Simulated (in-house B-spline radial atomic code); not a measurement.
Successive ionisation energies of bismuth; each step leads to the configuration of the next row (after the last: [Kr] 4d10 4f14 5s2). Dirac energy differences include first-order Breit, QED and recoil terms. NIST's values go from ground level to ground level; the uncertainty of those that are theory runs from under 0.1 % in few-electron ions to several per cent in heavy many-electron ones. Computed with a radial B-spline atomic code at the basis-set limit: Dirac-Hartree-Fock, average of the configuration, finite nuclei.

```tsv
ion	configuration	ionisation energy (eV)	tabulated value (eV)	computed minus tabulated (eV)	highest orbital	largest mean radius (bohr)
Bi15+	[Xe] 4f14	379.2	370.2	9.0	5p3/2	0.89039
Bi16+	[Kr] 4d10 4f14 5s2 5p5	404.9	409	-4.1	5p3/2	0.88066
Bi17+	[Kr] 4d10 4f14 5s2 5p4	431.0	436	-5.0	5p3/2	0.87177
Bi18+	[Kr] 4d10 4f14 5s2 5p3	457.5	464	-6.5	5p3/2	0.86319
Bi19+	[Kr] 4d10 4f14 5s2 5p2	484.4	520	-35.6	5p3/2	0.85489
Bi20+	[Kr] 4d10 4f14 5s2 5p1	511.6	550	-38.4	5p3/2	0.84686
```

Where a p, d or f electron is removed, the computed value is a mean over both j, so it misses the tabulated one by a part of the spin-orbit splitting; averaging over terms and missing correlation add to the gap, relatively most at low charge.
